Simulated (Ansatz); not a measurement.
A made-up structure of BH$_{2}$SeS (charge -1), closed shell:

```
atom    x (Å)    y (Å)    z (Å)
  S1  -0.9887   0.9283  -0.4033
  B2   0.5159   0.0864   0.2638
 Se3   0.8407  -1.7609   0.2521
  H4  -1.6343  -0.1736  -0.8263
  H5   1.1603  -3.2092  -0.0312
```

It is relaxed with PBE-D4/def2-SVPD and then PBE0-D4/def2-TZVPD (Ansatz 0.2.0). Atoms count as bonded within 1.22 times the sum of their covalent radii (H–H: 0.88 Å). The end point is not checked to be a true minimum.

(1) Does its bonding change? (A judgement: the text doesn't fix the answer.)

## Answers

(1) The calculation gives: No: no bond forms or breaks.

Where it ends: The first stage lowers the energy by 1.86 eV in 13 steps. It ends as BH₂SeS ([SH][B][SeH]), total charge -1:
```json
{"atom": "S1", "x (Å)": "-0.9052", "y (Å)": "0.4865", "z (Å)": "-0.3888"}
{"atom": "B2", "x (Å)": "0.6567", "y (Å)": "0.1826", "z (Å)": "0.4216"}
{"atom": "Se3", "x (Å)": "1.2843", "y (Å)": "-1.6397", "z (Å)": "0.4208"}
{"atom": "H4", "x (Å)": "-1.3374", "y (Å)": "-0.7480", "z (Å)": "-0.8659"}
{"atom": "H5", "x (Å)": "0.1954", "y (Å)": "-2.4104", "z (Å)": "-0.3326"}
```

Labels in which every atom is bracketed show which atoms are joined, not bond orders.

For scale, one of the runs: PBE0-D4/def2-TZVPD relaxation, 158 basis functions, launched by `ansatz run in.yaml --threads 2 --pin off --events-out ev --progress --plain --max-ram 4352MiB`. The run took about 28 s on 2 CPU threads of an Arm Neoverse V2 (shared host).
